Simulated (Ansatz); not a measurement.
Isolated molecules relaxed with PBE0-D4/def2-TZVP in Ansatz; ΔE leaves out vibrations. CCSD(T)/CBS is the MP2 limit (def2-TZVPP, def2-QZVPP) plus CCSD(T) − MP2 in def2-TZVPP, frozen cores. DFT in def2-TZVPP. Elements past krypton have def2 core potentials. For Ge, In outer-core shells are correlated without core-valence functions, which leaves a few kJ/mol of doubt a bond. Scalar relativity is left out up to krypton. Each species was taken in one conformer, which may not be the lowest.

Consider the redistribution: `[NH2][In]([NH2])[SH]` + `[SiH3][O][Ge][O][SiH3]` → `[NH2][In]([SH])[O][SiH3]` + `[NH2][Ge][O][SiH3]`.

`[NH2][In]([NH2])[SH]`:

```xyz
9

N     0.457    0.766   -1.559
In    0.074   -0.081    0.236
N    -1.798   -0.650    0.733
S     1.830   -0.428    1.811
H    -0.186    0.535   -2.304
H     1.400    0.666   -1.907
H    -1.998   -0.714    1.721
H    -2.553   -0.155    0.280
H     2.774    0.060    0.989
```

`[SiH3][O][Ge][O][SiH3]`:

```xyz
11

Si   -0.896    0.003    2.167
O    -0.168   -0.441    0.765
Ge    0.630   -1.867    0.027
O     1.010   -1.102   -1.529
Si    0.748    0.405   -2.150
H    -0.890   -1.124    3.142
H    -0.168    1.154    2.759
H    -2.302    0.394    1.893
H     1.428    1.444   -1.333
H     1.311    0.424   -3.524
H    -0.704    0.710   -2.217
```

`[NH2][In]([SH])[O][SiH3]`:

```xyz
11

N     0.997    2.045    0.255
In    1.190    0.056    0.447
S     3.024   -1.261    1.127
O    -0.340   -1.023   -0.217
Si   -1.833   -0.690   -0.762
H     1.543    2.619    0.880
H     0.041    2.376    0.244
H     2.356   -2.393    0.840
H    -2.192    0.745   -0.529
H    -2.844   -1.528   -0.060
H    -1.943   -0.947   -2.225
```

`[NH2][Ge][O][SiH3]`:

```xyz
9

N     1.923    1.311   -0.693
Ge    1.417    0.255    0.690
O    -0.210   -0.097   -0.004
Si   -1.509   -0.975    0.455
H     2.820    1.764   -0.750
H     1.325    1.497   -1.484
H    -2.699   -0.092    0.575
H    -1.793   -2.025   -0.559
H    -1.275   -1.637    1.771
```

```csv
level,ΔE (kJ/mol)
BLYP-D4,-0.5
CCSD(T)/def2-SVP,-12.0
```

(1) What does CCSD(T)/CBS give? (An estimate is asked.)

Largest T1 diagnostic among the species: 0.015.

## Answers

(1) The calculation gave: -5.8 kJ/mol. The listed levels differ from it by 5.3, -6.2 kJ/mol.

Leaving LDA and LC-ωPBE aside and taking each functional with its dispersion term where it has one, the values, not all of them listed here, spread over 8.8 kJ/mol, from B97M-V to BLYP-D4. At CCSD(T), def2-SVP lies −6.2 kJ/mol from the extrapolated value and def2-TZVPP +1.7 kJ/mol.
